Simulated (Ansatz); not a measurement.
One change: `[I][SnH]([I])[I]` becomes `I[SiH](I)I`.

Ansatz, PBE0-D4/def2-TZVP geometries, multiplicity 1. 

Elements past krypton have def2 core potentials.  Spin–orbit coupling is left out; it splits and shifts lone-pair levels of the heavy atoms by tenths of an eV.

```csv
property,`[I][SnH]([I])[I]`
LUMO energy (PBE/def2-TZVPP) / eV,-3.67
HOMO–LUMO gap (ωB97M-V/def2-TZVPP) / eV,8.72
size of the dipole moment (ωB97M-V/def2-TZVPP) / D,1.01
"ideal-gas entropy at 298 K and 1 bar (rigid rotor, harmonic PBE0-D4/def2-TZVP) / J/(mol·K)",405
HOMO energy (ωB97M-V/def2-TZVPP) / eV,-9.89
LUMO energy (B3LYP/def2-TZVPP) / eV,-3.18
```

Q: What does the change do to each property? (Estimate.)

A: Ansatz gave: 
```
                                                                                  property  `I[SiH](I)I`  shift
                                                         LUMO energy (PBE/def2-TZVPP) / eV         -2.79   0.88
                                                   HOMO–LUMO gap (ωB97M-V/def2-TZVPP) / eV          9.47   0.75
                                        size of the dipole moment (ωB97M-V/def2-TZVPP) / D          0.38  -0.63
ideal-gas entropy at 298 K and 1 bar (rigid rotor, harmonic PBE0-D4/def2-TZVP) / J/(mol·K)           376    -29
                                                     HOMO energy (ωB97M-V/def2-TZVPP) / eV         -9.72   0.17
                                                       LUMO energy (B3LYP/def2-TZVPP) / eV         -2.25   0.93
```

With PBE0 the HOMO rises by 0.13 eV and the LUMO rises by 0.91 eV, so the gap widens by about 0.78 eV. PBE moves the HOMO by 0.12 eV and ωB97M-V by 0.17 eV. Dipoles are sizes alone; their direction can turn. Modes under 60 cm⁻¹, often nearly free rotors, make the harmonic entropy too high.

B3LYP here is the variant with VWN-RPA as its local correlation; programs differ in this.
